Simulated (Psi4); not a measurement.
Pair of molecules, SMILES Cl with SMILES C=C, pulled apart as rigid monomers along the line of their centres of mass from the B3LYP-D3(BJ)/def2-TZVP minimum (SMILES order as in the coordinates).
Starting geometry (charge 0, multiplicity 1):
```xyz
8

Cl     0.3088    -0.4808     0.0035
H      0.1925    -0.2875     1.2773
C     -0.5940     0.3638     3.4588
C      0.5624    -0.2560     3.6597
H     -1.5344    -0.1739     3.4527
H     -0.6456     1.4336     3.2966
H      1.5025     0.2822     3.6696
H      0.6137    -1.3252     3.8259
```

Level of theory: SAPT0/jun-cc-pV(D+d)Z (Psi4 1.11).

| H2···C3 (Å) | electrostatics (kJ/mol) | exchange (kJ/mol) | induction (kJ/mol) | dispersion (kJ/mol) | total |
|---|---|---|---|---|---|
| 2.18 | [?] | 65.1 | -21.4 | -14.3 | -6.8 |
| 2.41 | -22.8 | [?] | -11.3 | -9.1 | -10.7 |
| 2.76 | -12.6 | 11.1 | -4.5 | -4.8 | -10.7 |
| 3.35 | -5.7 | 1.8 | -1.1 | -1.8 | -6.7 |
| 4.29 | -2.2 | 0.1 | -0.2 | -0.5 | -2.7 |

**Question.** Complete the blanks.

**Answer.** 
- 2.18, electrostatics (kJ/mol): -36.3
- 2.41, exchange (kJ/mol): 32.4
